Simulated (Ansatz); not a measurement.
A run for Ansatz (an electronic-structure program): R-SVWN5/def2-TZVPP on F2GaH2N (SMILES [NH2][Ga]([F])[F]), a point of a torsion scan.

Ansatz 0.2 input:
```yaml
crystal:
  periodic: [false, false, false]
  atoms:
    - {symbol: N, position_ang: [-1.06737847, -0.09083190, -0.22856208]}
    - {symbol: Ga, position_ang: [0.75544497, -0.06194464, -0.00946891]}
    - {symbol: F, position_ang: [1.76269053, -1.45052444, -0.26889990]}
    - {symbol: F, position_ang: [1.62654366, 1.41973684, 0.27366706]}
    - {symbol: H, position_ang: [-1.50719018, 0.80366707, -0.03436384]}
    - {symbol: H, position_ang: [-1.55804205, -0.83594136, 0.25392723]}
basis:
  gaussian:
    orbitals: def2-TZVPP
hamiltonian:
  xc: {name: SVWN5}
scf: {lower_state_search: off}
```

Problem. What total energy does the run end on?

Solution. -2175.9932 hartree.
